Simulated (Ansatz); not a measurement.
Consider the formal exchange of groups at a Ge–O bond: `[CH3][GeH]([NH2])[OH]` + `C=O` → `[CH3][GeH]([NH2])[CH]=O` + H₂O.

Isolated molecules relaxed with PBE0-D4/def2-TZVP in Ansatz; ΔE leaves out vibrations. CCSD(T)/CBS is the MP2 limit (def2-TZVPP, def2-QZVPP) plus CCSD(T) − MP2 in def2-TZVPP, frozen cores. This one scheme is used for every species. DFT in def2-TZVPP. B3LYP here is the variant with VWN-RPA as its local correlation; programs differ in this. For Ge outer-core shells are correlated without core-valence functions, which leaves a few kJ/mol of doubt a bond. Scalar relativity is left out up to krypton. One conformer a species, not always the lowest.

`[CH3][GeH]([NH2])[OH]`:

```xyz
11

C     1.317   -0.810    0.103
Ge   -0.317    0.021   -0.541
N    -0.669    1.454    0.551
O    -1.715   -1.072   -0.381
H     1.468   -1.765   -0.401
H     2.181   -0.173   -0.092
H     1.245   -0.988    1.177
H    -0.294    0.333   -2.050
H     0.142    1.926    0.924
H    -1.316    2.141    0.190
H    -2.043   -1.067    0.522
```

`C=O`:

Z-matrix (Å, degrees):
```
C
O 1 1.195
H 1 1.109 2 122.0
H 1 1.109 2 122.0 3 -180.0
```

`[CH3][GeH]([NH2])[CH]=O`:

Z-matrix (Å, degrees):
```
C
Ge 1 1.939
H 1 1.091 2 109.9
H 1 1.090 2 110.0 3 -119.0
H 1 1.090 2 110.2 3 120.1
N 2 1.842 1 109.5 3 -57.4
C 2 2.015 1 107.8 3 64.3
H 2 1.543 1 114.1 3 -175.6
H 6 1.010 2 115.2 1 63.7
H 6 1.010 2 115.3 1 -168.1
O 7 1.203 2 122.4 1 8.4
H 7 1.120 2 118.3 1 -169.8
```

H₂O:

```xyz
3

O    -0.143   -0.062   -0.357
H    -0.303   -0.580    0.435
H     0.446    0.642   -0.078
```

```csv
level,ΔE (eV)
PBE-D4,0.52
B3LYP-D4,0.61
PBE0,0.59
HF/def2-TZVPP,0.84
MP2/def2-TZVPP,0.67
SCS-MP2/def2-TZVPP,0.71
MP2/def2-QZVPP,0.66
HF/CBS(def2),0.84
```

(1) What does CCSD(T)/CBS give? (Estimate.)

Largest T1 diagnostic among the species: 0.015.

Answers

(1) The calculation gave: +0.62 eV. The listed levels differ from it by -0.10, -0.01, -0.03, 0.22, 0.05, 0.09, 0.04, 0.22 eV.

In def2-TZVPP, CCSD(T) changes the Hartree–Fock value by −0.19 eV (the triples alone add −0.02 eV) and MP2 by −0.17 eV. The D4 term adds −0.04 eV with B3LYP and −0.02 eV with PBE0; it sums over pairs of atoms, weighted by their polarisabilities, and B3LYP, whose exchange is more repulsive, gets the larger term.
